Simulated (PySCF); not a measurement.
## HgSb at B97-3

Computed with B97-3; basis Hg def2-SVP with ECP60, Sb def2-SVP with ECP28; scalar-relativistic core potentials; PySCF 2.14.

* state: ⁴Σ⁻ (quartet), unpaired electrons σ ↑, π ↑↑
* bond length: 7.343 bohr
* harmonic wavenumber: 22.6 cm⁻¹
* force constant: 0.0229 mdyn/Å
* rotational constant Be: 0.01476 cm⁻¹
* well depth De to Hg + Sb: 6 kJ/mol
* dissociation energy D0: 6 kJ/mol
* bond order (Mayer): 0.12
* dipole moment (positive dipole means Hg(−)Sb(+)): -0.04 D

The bond is weak. Basis-set superposition, not corrected here, can be much of De in a small basis, most of all at correlated wavefunction levels. Functionals without a dispersion term scatter widely for such bonds, and LDA overbinds them. These are scalar-relativistic numbers at best; spin–orbit coupling would shift them, the dissociation energy most. The state is the lowest determinant that a PBE0 search found; another state may lie lower at other levels.
